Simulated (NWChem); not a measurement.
All runs are NWChem calculations. System: Ga, charge 0, spin multiplicity 2. Its SCF solution wasn't tested for a lower state. Level: UMP2/def2-TZVPD, 9 core orbitals frozen.

Input file:

```
start mol
memory heap 200 mb stack 900 mb global 1100 mb
geometry units angstroms nocenter noautoz
  Ga     0.000000     0.000000     0.000000
  symmetry group D2h
end
basis spherical
  * library def2-tzvpd
end
scf
  uhf
  nopen 1
  maxiter 100
  thresh 1e-7
  semidirect memsize 60000000 filesize 0
  # guess.movecs holds the orbitals of an unrestricted PBE0 run
  vectors input guess.movecs output mol.movecs
end
mp2
  freeze core 9
end
task mp2 energy
```

NWChem printed:

```
             Northwest Computational Chemistry Package (NWChem) 7.3.0
             --------------------------------------------------------

                                NWChem Input Module
                                -------------------

 Scaling coordinates for geometry "geometry" by  1.889725989
 (inverse scale =  0.529177249)

                             Geometry "geometry" -> ""
                             -------------------------

 Output coordinates in angstroms (scale by  1.889725989 to convert to a.u.)

  No.       Tag          Charge          X              Y              Z
 ---- ---------------- ---------- -------------- -------------- --------------
    1 Ga                  31.0000     0.00000000     0.00000000     0.00000000

 Effective nuclear repulsion energy (a.u.)       0.0000000000

            Nuclear Dipole moment (a.u.)
            ----------------------------
        X                 Y               Z
 ---------------- ---------------- ----------------
     0.0000000000     0.0000000000     0.0000000000

      Symmetry information
      --------------------

 Group name             D2h
 Group number             26
 Group order               8
 No. of unique centers     1

      Symmetry unique atoms

     1


 Summary of "ao basis" -> "" (spherical)
 ------------------------------------------------------------------------------
       Tag                 Description            Shells   Functions and Types
 ---------------- ------------------------------  ------  ---------------------
 *                         def2-tzvpd                 on all atoms

 Summary of "ao basis" -> "ao basis" (spherical)
 ------------------------------------------------------------------------------
       Tag                 Description            Shells   Functions and Types
 ---------------- ------------------------------  ------  ---------------------
 Ga                        def2-tzvpd               18       54   7s5p5d1f

                                 NWChem SCF Module
                                 -----------------

  ao basis        = "ao basis"
  functions       =    54
  atoms           =     1
  alpha electrons =    16
  beta  electrons =    15
  charge          =   0.00
  wavefunction    = UHF
  use symmetry    = T
  symmetry adapt  = T

 Summary of "ao basis" -> "ao basis" (spherical)
 ------------------------------------------------------------------------------
       Tag                 Description            Shells   Functions and Types
 ---------------- ------------------------------  ------  ---------------------
 Ga                        def2-tzvpd               18       54   7s5p5d1f

      Symmetry analysis of basis
      --------------------------

        ag         17
        au          1
        b1g         5
        b1u         7
        b2g         5
        b2u         7
        b3g         5
        b3u         7

 Forming initial guess at       0.0s

   Symmetry analysis of molecular orbitals - initial alpha
   -------------------------------------------------------

  Numbering of irreducible representations:

     1 ag          2 au          3 b1g         4 b1u         5 b2g
     6 b2u         7 b3g         8 b3u

  Orbital symmetries:

     1 ag          2 ag          3 b1u         4 b2u         5 b3u
     6 ag          7 b2u         8 b1u         9 b3u        10 b3g
    11 ag         12 b1g        13 b2g        14 ag         15 ag
    16 b3u        17 b1u        18 b2u        19 ag         20 b2g
[...]
 -----------   ------   -------------------------------------------------------
    1 Ga  31    31.00   2.00  2.00  1.18  0.78  1.04  0.97  0.02  5.98  4.43  1.56  0.40  0.62  8.88  1.14 -0.05  0.04 -0.00  0.00

  Mulliken analysis of the alpha density
  --------------------------------------

    Atom       Charge   Shell Charges
 -----------   ------   -------------------------------------------------------
    1 Ga  31    16.00   1.00  1.00  0.59  0.39  0.51  0.50  0.01  2.99  2.22  0.78  0.39  0.63  4.44  0.57 -0.02  0.02 -0.00  0.00

   Mulliken analysis of the beta density
   -------------------------------------

    Atom       Charge   Shell Charges
 -----------   ------   -------------------------------------------------------
    1 Ga  31    15.00   1.00  1.00  0.59  0.39  0.54  0.47  0.01  2.99  2.21  0.79  0.02 -0.00  4.45  0.56 -0.03  0.02 -0.00  0.00

   Mulliken analysis of the spin density
   -------------------------------------

    Atom       Charge   Shell Charges
 -----------   ------   -------------------------------------------------------
    1 Ga  31     1.00  -0.00 -0.00 -0.00  0.00 -0.03  0.03 -0.00  0.00  0.01 -0.01  0.37  0.63 -0.01  0.01  0.01  0.00  0.00  0.00

       Multipole analysis of the density wrt the origin
       ------------------------------------------------

     L   x y z        total         alpha         beta         nuclear
     -   - - -        -----         -----         ----         -------
     0   0 0 0     -0.000000    -16.000000    -15.000000     31.000000

     1   1 0 0     -0.000000      0.000000     -0.000000      0.000000
     1   0 1 0      0.000000      0.000000      0.000000      0.000000
     1   0 0 1      0.000000     -0.000000      0.000000      0.000000

     2   2 0 0    -17.111528    -12.873198     -4.238330      0.000000
     2   1 1 0     -0.000000     -0.000000     -0.000000      0.000000
     2   1 0 1     -0.000000      0.000000     -0.000000      0.000000
     2   0 2 0    -11.630915     -7.017138     -4.613777      0.000000
     2   0 1 1      0.000000      0.000000     -0.000000      0.000000
     2   0 0 2    -11.630915     -7.017138     -4.613777      0.000000

                   NWChem MP2 Semi-direct Energy/Gradient Module
                   ---------------------------------------------

  Basis functions       =     54
  Molecular orbitals    =     54
  Frozen core           =      9
  Frozen virtuals       =      0
  Active alpha occupied =      7
  Active beta occupied  =      6
  Active alpha virtual  =     38
  Active beta virtual   =     39
  Use MO symmetry       = T
  Use skeleton AO sym   = T

  AO/Fock/Back tols     =   1.0D-09  1.0D-09  1.0D-09

 GA uses MA = F    GA memory limited = T

 Available:
  local mem=  1.26D+08
 global mem=  1.44D+08
 local disk=  0.00D+00
  mp2_memr nvloc                    38
  nvloc new                    38
   1 passes of   7:        3145728                      19243                   1348090.
   1 passes of   7: M    126152008           G      144173368           F     123006280.

 Semi-direct pass number   1 of   1  for UHF alpha       at        0.5s
  vrange nnbf                  1485
  mp2_eaftype                    10  avail_ma_in_mb                  1099
 EAF : mp2_eaftype filesize          10     674045.
  mp2_eaf for mointskh                     10
Node 0 wrote      3.2 Mb in      0.0 s     Agg I/O rate:  2862.8 Mb/s
 Done moints_semi at        1.3s
  mp2_eaftype                    10  avail_ma_in_mb                  1089
 EAF : mp2_eaftype filesize          10     674045.
  mp2_eaf for kh                    10
 Done maket at        1.3s
 Done multipass loop at        1.3s

 GA uses MA = F    GA memory limited = T

 Available:
  local mem=  1.26D+08
 global mem=  1.44D+08
 local disk=  0.00D+00
  mp2_memr nvloc                    39
  nvloc new                    39
   1 passes of   6:        3145728                      17643                   1186522.
   1 passes of   6: M    126152008           G      144173368           F     123006280.

 Semi-direct pass number   1 of   1  for UHF beta        at        1.3s
  vrange nnbf                  1485
  mp2_eaftype                    10  avail_ma_in_mb                  1099
 EAF : mp2_eaftype filesize          10     593261.
  mp2_eaf for mointskh                     10
Node 0 wrote      2.8 Mb in      0.0 s     Agg I/O rate:  4540.1 Mb/s
 Done moints_semi at        2.1s
  mp2_eaftype                    10  avail_ma_in_mb                  1089
 EAF : mp2_eaftype filesize          10     593261.
  mp2_eaf for kh                    10
 Done maket at        2.1s
 Done multipass loop at        2.1s

          -------------------------------------------
          SCF energy               -1923.223747316744
          Correlation energy          -0.178212555665
          Singlet pairs                0.000000000000
          Triplet pairs                0.000000000000
          Total MP2 energy         -1923.401959872408
          -------------------------------------------

          ---------------------------------------------------
                    Spin Component Scaled (SCS) MP2
          Same spin pairs                     -0.055129855941
          Same spin scaling factor             0.333333333333
          Opposite spin pairs                 -0.123082699724
          Opposite spin scaling fact.          1.200000000000
          SCS-MP2 correlation energy          -0.166075858315
          Total SCS-MP2 energy             -1923.389823175059
          ---------------------------------------------------

 -----------------------
 Performance information
 -----------------------

 Timer overhead =  1.47D-07 seconds/call

               Nr. of calls         CPU time (s)                 Wall time (s)                GFlops
             ---------------    -------------------     ------------------------------   -------------------
Name         Min   Avg   Max    Min     Avg     Max     Min     Avg     Max   Mx/calls   Min     Max     Sum
mp2: moin     2     2     2    1.6     1.6     1.6      1.6     1.6     1.6    0.79      0.0     0.0     0.0
mp2: make     2     2     2   1.82E-2 1.82E-2 1.82E-2  1.82E-2 1.82E-2 1.82E-2 9.10E-3   0.0     0.0     0.0
mp2: tota     1     1     1    1.6     1.6     1.6      1.6     1.6     1.6     1.6      0.0     0.0     0.0

 The average no. of pstat calls per process was 5.00D+00
 with a timing overhead of 7.35D-07s

 Task  times  cpu:        2.1s     wall:        2.1s

 Total times  cpu:        2.1s     wall:        2.1s
```
